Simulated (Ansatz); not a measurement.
Species: SiH$_{3}$Cl, charge 1, doublet. SiH3Cl+ (parent SMILES [SiH3]Cl, doublet).
B3LYP-D3(BJ)/def2-TZVP minimum from Ansatz (a first-principles code):
```
Si
H 1 1.4674
H 1 1.4674 2 123.65
H 1 1.5885 2 109.67 3 131.87
Cl 1 2.0645 2 112.94 4 85.94
```
Charge +1, spin multiplicity 2.

Total energies in cc-pV(T+d)Z, 13 correlated electrons, 10 frozen orbitals. Radicals and triplets start from unrestricted determinants; spin-orbit coupling is neglected. Correlated methods leave the cores frozen. No relativity. The spin of H3ClSi+ (parent SMILES [SiH3]Cl, doublet) was assumed, and the state is the lowest solution found for it.

```
method    program  energy (Eh)  minus CCSDT(Q) (mEh)
--------  -------  -----------  --------------------
HF         Ansatz   -749.86643                351.02
MP2        Ansatz   -750.15867                 58.78
CCSD       Ansatz   -750.20199                 15.46
CCSD(T)    Ansatz   -750.21520                  2.25
CCSDT(Q)   Ansatz   -750.21745                  0.00
```

Rough core times of Ansatz's runs on a shared machine: CCSD(T) under 20 s, CCSDT(Q) 20 min.
